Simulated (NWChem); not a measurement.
BP2H5; SMILES PBP

```xyz
8

B     -0.7191     0.0489     0.0000
H     -1.9280    -0.0890     0.0000
P      0.1500    -0.1065    -1.6676
H     -0.6881     0.7225    -2.4802
H      1.2634     0.7876    -1.5416
P      0.1500    -0.1065     1.6676
H      1.2634     0.7876     1.5416
H     -0.6881     0.7225     2.4802
```
Atoms are numbered in this order, from 1.

Program: NWChem. Pople sets run with spherical d functions. Geometry: optimised at PBE-D3(BJ)/def2-SVP. Vzz is the largest principal value of the second derivative of the potential at the nucleus (NWChem prints the opposite sign); η is the asymmetry. Non-relativistic.

| level | Vzz B1 (a.u.) | η B1 |
|---|---|---|
| Hartree-Fock/def2-SVP | 0.510 | 0.03 |
| Hartree-Fock/6-31G* | 0.504 | 0.08 |
| PBE/6-31G* | 0.392 | 0.20 |
| PBE/def2-SVP | 0.395 | (withheld) |

Complete the blanks.


- PBE/def2-SVP, η B1: 0.13
